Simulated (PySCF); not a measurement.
Values are calculated unless marked as measured or tabulated.
# C3H10Si2

The system: C3H10Si2, a carbene (divalent C1, bonded to 2 C); neutral, triplet. The structure, one conformer, was relaxed in the gas phase by PBE0-D3(BJ)/def2-SVP. No frequency run checks that it is a minimum.

Singlet and triplet of such a carbene can lie close, and which is the ground state isn't settled here.

SMILES: [SiH3]C[C]C[SiH3]

```xyz
15

C     0.018   -0.614   -1.063
C    -0.964    0.471   -1.039
Si   -2.181    0.328    0.422
C     0.987   -1.137   -0.100
Si    2.184    0.205    0.534
H    -0.492    1.477   -0.993
H    -1.570    0.466   -1.963
H    -3.139    1.477    0.422
H    -1.427    0.333    1.713
H    -2.945   -0.952    0.320
H     0.503   -1.608    0.784
H     1.604   -1.929   -0.561
H     2.949    0.781   -0.613
H     1.412    1.303    1.192
H     3.143   -0.370    1.528
```
Atoms count from 1 in this order.

EPR values by unrestricted B3LYP, IGLO-III on C Si, pcH-1 on H.

Problem. Predict g and the largest hyperfine couplings. Where does the spin sit?

Solution. g = 2.0019, 2.0027, 2.0028. The zero-field splitting dominates the spectrum: D = 0.63 cm⁻¹, |E| = 0.047 cm⁻¹ (spin-spin and spin-orbit parts, DFT, rough). The spin sits on C1 (90 %, bonded to 2 C) by Mulliken populations.
```tsv
atom	isotope	isotropic (MHz)	dipolar, principal values (MHz)
C1	13C	225.3	-71.9, 26.8, 45.2
H6	1H	76.8	-4.7, -3.0, 7.7
H11	1H	76.6	-4.7, -3.0, 7.7
Si5	29Si	-65.4	-10.8, 5.0, 5.7
Si3	29Si	-65.2	-10.8, 5.1, 5.7
H7	1H	44.3	-5.3, -5.0, 10.2
```

Problem. How do the isotropic couplings move with BHandHLYP?

Solution. C1 225.3 to 255.2 MHz, H6 76.8 to 77.9 MHz, H11 76.6 to 77.8 MHz, Si5 -65.4 to -62.8 MHz.
